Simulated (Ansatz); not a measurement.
The lowest singlet and triplet of NH (SMILES [NH]); geometries from B3LYP-D3(BJ)/def2-TZVP, each state relaxed from the structure named, with no frequency check, low spin by broken symmetry.
Singlet at the triplet's geometry (charge 0, multiplicity 1):
| atom | x (Å) | y (Å) | z (Å) |
|---|---|---|---|
| N | 0.0000 | 0.0000 | -0.1302 |
| H | 0.0000 | 0.0000 | 0.9116 |

| level | gap E(singlet) − E(triplet), vertical, at the triplet's geometry (eV) | cost |
|---|---|---|
| R-HF/cc-pVQZ | 2.895 | - |
| U-SVWN5/def2-TZVPP (spin-contaminated) | 0.778 | ×1 |
| R-B3LYP/def2-TZVPP | 2.196 | ×0.9 |
| R-wB97M-V/def2-TZVPP | 2.045 | ×2 |
| R-B2PLYP/def2-TZVPP | 2.224 | ×1 |
| R-MP2/cc-pVQZ | 2.273 | - |
| R-SCS-MP2/cc-pVQZ | 2.020 | - |
| R-CCSD(T)/cc-pVDZ | 2.045 | ×1 |
| R-CCSDT/cc-pVDZ | 1.838 | - |
| R-CCSDT/cc-pVQZ | 1.637 | - |
| R-CCSDT(Q)/cc-pVTZ | 1.650 | ×30 |
| FIC-NEVPT4(SD) on SA-CASSCF(6,5)/cc-pVTZ | 1.661 | - |
| FIC-MRCISD+Q on SA-CASSCF(6,5)/cc-pVTZ | 1.652 | - |
| FIC-MRCISD+Q on SA-CASSCF(6,5)/cc-pVQZ | 1.594 | - |

The rows run from 0.778 (U-SVWN5/def2-TZVPP (spin-contaminated)) to 2.895 eV (R-HF/cc-pVQZ). The 3 R-functionals in def2-TZVPP without D3 or D4 span 0.179, from R-wB97M-V to R-B2PLYP.

A positive gap puts the triplet lower; no zero-point energy. R- takes a restricted singlet, here one determinant of a half-filled degenerate or near-degenerate pair, which mixes singlet states. U- takes an unrestricted singlet (broken symmetry where lower, unprojected). The triplet is unrestricted in single-reference levels. Active spaces average the two states.

Cores are frozen in the correlated methods.

Doubts at one or more of the structures used: a restricted determinant that unrestricted orbitals would lower (R-HF/cc-pVQZ, R-B3LYP/def2-TZVPP, R-wB97M-V/def2-TZVPP, R-B2PLYP/def2-TZVPP, R-MP2/cc-pVQZ, R-SCS-MP2/cc-pVQZ, R-CCSD(T)/cc-pVDZ, R-CCSDT/cc-pVDZ, R-CCSDT/cc-pVQZ, R-CCSDT(Q)/cc-pVTZ); other coupled-cluster roots lie near (R-CCSDT/cc-pVDZ, R-CCSDT/cc-pVQZ, R-CCSDT(Q)/cc-pVTZ).

The values were computed with Ansatz (Gaussian orbitals). Values without a source in brackets are computed.

Costs are rough ratios of core time to R-PBE/def2-TZVPP (about 1.1 s over the structures, on one shared machine); a dash marks a level with no comparable run of its own.

Ansatz is a quantum-chemistry and plane-wave program.
